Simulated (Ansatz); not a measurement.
Total energies of (OH)3Si-NH-SiH3 (Si2NO3H7) from Ansatz at PBE0-D4/def2-TZVPD, gas phase (1 Eh = 27.2114 eV = 2625.5 kJ/mol). The reference geometry is relaxed at PBE0-D4/def2-SVP.

Cartesian coordinates in Å:
```
Si -0.988 -0.342 0.036
O -1.173 1.295 0.223
O -1.776 -0.702 -1.371
O -1.677 -1.292 1.193
N 0.701 -0.649 0.097
Si 1.972 0.527 -0.082
H -0.804 1.683 1.022
H -1.752 -0.024 -2.052
H -2.599 -1.515 1.033
H 0.986 -1.604 0.291
H 1.945 1.565 1.000
H 3.276 -0.198 -0.006
H 1.890 1.255 -1.385
```

| state | geometry | energy (Eh) |
| --- | --- | --- |
| charge 0 singlet | reference | -863.44987 |
| charge -1 doublet | reference | -863.42969 |
| free Si atom (triplet) | – | -289.24952 |
| free O atom (triplet) | – | -75.01925 |
| free N atom (quartet) | – | -54.54388 |
| free H atom (doublet) | – | -0.50104 |

Q: Work out the vertical electron affinity, to the doublet.

A: E(charge 0 singlet) − E(charge -1 doublet) = -863.44987 − (-863.42969) = -0.02018 Eh = -0.55 eV; negative, so the extra electron isn't bound.

Q: What is the binding energy per atom against free atoms?

A: Atoms: 2 × (-289.24952) + 3 × (-75.01925) + 1 × (-54.54388) + 7 × (-0.50104) = -861.60795 Eh. Binding: -861.60795 − (-863.44987) = 1.84192 Eh = 50.12 eV, or 3.86 eV for each of 13 atoms (no zero-point energy, no counterpoise term).

At PBE0-D4/def2-TZVPD the highest occupied level of the charge -1 doublet lies above zero (up to 1.62 eV). By energy differences it is unbound by 0.55 eV (vertical, against the charge 0 singlet, at PBE0-D4/def2-TZVPD) and held by the finite basis.
